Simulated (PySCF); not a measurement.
Compound: C7H10F2.
Atom-mapped SMILES: `[CH3:1][CH2:2]/[CH:3]=[C:4](/[CH:5]=[CH:6]/[F:7])[CH2:8][F:9]` (hydrogens: H10, H11, H12 on C1; H13, H14 on C2; H15 on C3; H16 on C5; H17 on C6; H18, H19 on C8)

The same species was optimised twice, with GFN2-xTB and with PBE0-D3(BJ)/def2-SVP (PySCF), and the same property calculations (PySCF, gas phase) were run on both structures.

```tsv
coordinate	GFN2-xTB	PBE0-D3(BJ)/def2-SVP	change
C6–F7 (Å)	1.343	1.330	-0.013
C3=C4 (Å)	1.339	1.351	+0.012
C5=C6 (Å)	1.328	1.337	+0.009
C4–C5 (Å)	1.454	1.461	+0.007
C4–C8 (Å)	1.505	1.500	-0.005
C1–C2 (Å)	1.531	1.529	-0.002
C8–F9 (Å)	1.380	1.381	+0.001
C2–C3 (Å)	1.493	1.494	+0.001
C1–C2–C3 (°)	110.8	112.6	+1.8
C3–C4–C8 (°)	123.4	122.5	-0.9
C5–C4–C8 (°)	116.9	117.8	+0.9
C5–C6–F7 (°)	120.7	121.3	+0.6
C2–C3–C4 (°)	128.4	129.0	+0.6
C4–C5–C6 (°)	125.2	125.7	+0.5
C4–C8–F9 (°)	111.3	111.6	+0.3
C3–C4–C5 (°)	119.7	119.6	-0.1
C1–C2–C3–C4 (°)	-103	-108	-5
C3–C4–C5–C6 (°)	174	173	-1
C3–C4–C8–F9 (°)	-116	-127	-11
```

Rotational constants: A = 2659, B = 772.9, C = 637.1 MHz (GFN2-xTB) against A = 2670, B = 759.0, C = 624.1 MHz (PBE0-D3(BJ)/def2-SVP). Point groups within 0.08 Å: C1 and C1. Atoms that the bonding makes alike are paired by their places after alignment.

On the GFN2-xTB structure: HOMO (eV) -6.62 [PBE0/pcSseg-1]; LUMO (eV) -0.81 [PBE0/pcSseg-1]; dipole (D) 2.95 [PBE0/pcSseg-1]; GIAO shielding of C1 (ppm) 169.4 [PBE0/pcSseg-1]; GIAO shielding of C2 (ppm) 160.5 [PBE0/pcSseg-1]; GIAO shielding of C3 (ppm) 41.4 [PBE0/pcSseg-1]; GIAO shielding of C4 (ppm) 50.7 [PBE0/pcSseg-1]; GIAO shielding of C5 (ppm) 64.9 [PBE0/pcSseg-1]; GIAO shielding of C6 (ppm) 24.5 [PBE0/pcSseg-1]; GIAO shielding of F7 (ppm) 296.4 [PBE0/pcSseg-1]; GIAO shielding of C8 (ppm) 107.7 [PBE0/pcSseg-1].

Problem. What do these properties become on the PBE0-D3(BJ)/def2-SVP structure?

Solution. 
```json
{"property": "HOMO (eV)", "level": "PBE0/pcSseg-1", "on GFN2-xTB": "-6.62", "on PBE0-D3(BJ)/def2-SVP": "-6.57", "change": "+0.05"}
{"property": "LUMO (eV)", "level": "PBE0/pcSseg-1", "on GFN2-xTB": "-0.81", "on PBE0-D3(BJ)/def2-SVP": "-0.82", "change": "-0.01"}
{"property": "dipole (D)", "level": "PBE0/pcSseg-1", "on GFN2-xTB": "2.95", "on PBE0-D3(BJ)/def2-SVP": "2.93", "change": "-0.02"}
{"property": "energy, GFN2-xTB geometry as zero (kcal/mol)", "level": "PBE0/pcSseg-1", "on GFN2-xTB": "0.0", "on PBE0-D3(BJ)/def2-SVP": "-0.5", "change": "-0.5"}
{"property": "GIAO shielding of C1 (ppm)", "level": "PBE0/pcSseg-1", "on GFN2-xTB": "169.4", "on PBE0-D3(BJ)/def2-SVP": "168.0", "change": "-1.4"}
{"property": "GIAO shielding of C2 (ppm)", "level": "PBE0/pcSseg-1", "on GFN2-xTB": "160.5", "on PBE0-D3(BJ)/def2-SVP": "159.0", "change": "-1.5"}
{"property": "GIAO shielding of C3 (ppm)", "level": "PBE0/pcSseg-1", "on GFN2-xTB": "41.4", "on PBE0-D3(BJ)/def2-SVP": "40.9", "change": "-0.5"}
{"property": "GIAO shielding of C4 (ppm)", "level": "PBE0/pcSseg-1", "on GFN2-xTB": "50.7", "on PBE0-D3(BJ)/def2-SVP": "47.8", "change": "-2.9"}
{"property": "GIAO shielding of C5 (ppm)", "level": "PBE0/pcSseg-1", "on GFN2-xTB": "64.9", "on PBE0-D3(BJ)/def2-SVP": "63.4", "change": "-1.5"}
{"property": "GIAO shielding of C6 (ppm)", "level": "PBE0/pcSseg-1", "on GFN2-xTB": "24.5", "on PBE0-D3(BJ)/def2-SVP": "22.9", "change": "-1.6"}
{"property": "GIAO shielding of F7 (ppm)", "level": "PBE0/pcSseg-1", "on GFN2-xTB": "296.4", "on PBE0-D3(BJ)/def2-SVP": "294.6", "change": "-1.8"}
{"property": "GIAO shielding of C8 (ppm)", "level": "PBE0/pcSseg-1", "on GFN2-xTB": "107.7", "on PBE0-D3(BJ)/def2-SVP": "105.9", "change": "-1.8"}
```

The heavy atoms differ by 0.063 Å rms after alignment (one structure mirrored). Among bonds between heavy atoms C3=C4 and C6–F7 change most and about equally (-0.013 to +0.012 Å). Changes are differences of the printed values. Neither structure is proved a minimum here.

The values belong to the conformer `[CH3:1][CH2:2]/[CH:3]=[C:4](/[CH:5]=[CH:6]/[F:7])[CH2:8][F:9]`: C1–C2–C3–C4 -108°, C3–C4–C5–C6 173°, C3–C4–C8–F9 -127°.
